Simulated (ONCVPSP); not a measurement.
**Building the ONCV potential for vanadium (V) (PBEsol, scalar-relativistic).**

ONCVPSP 4.0.1 input, shortened (lines: element, Z, core and valence counts, functional; n l f; lmax; l rc ep ncon nbas qcut; lloc lpopt rc5 dvloc0; l nproj debl; icmod fcfact rcfact), PBEsol, scalar-relativistic:

```
  V 23.00    5    3  -116133      upf
    1    0    2.00
    2    0    2.00
    2    1    6.00
    3    0    2.00
    3    1    6.00
    3    2    3.00
    4    0    1.50
    4    1    0.50
    2
    0    2.15    0.00    4    9    3.70
    1    3.25    0.00    3    7    2.20
    2    2.15    0.00    4    9    8.20
    4    5    1.65   -1.00
    0    2    1.70
    1    2    3.90
    2    2    1.20
    0    0.00    0.00
```

Calculated quality:

```
Cutoffs needed           : 23 Ha and 27 Ha (the cutoffs (Ha) at which the residual kinetic energy of the hardest occupied pseudo-wave falls to 1 and 0.1 mHa per electron)
Ghost test               : ghosts flagged at negative energy: s at -36.3 eV; GHOST(+) flagged for p at 108.3 eV; a true bound ghost makes a file unfit for plane-wave use
Largest excitation error : +64 meV (all-electron minus pseudo) for 3d3 4s0 4p0, out of 4 test configurations
```

Generation and tests took about 3.7 s on one core of a shared server CPU.
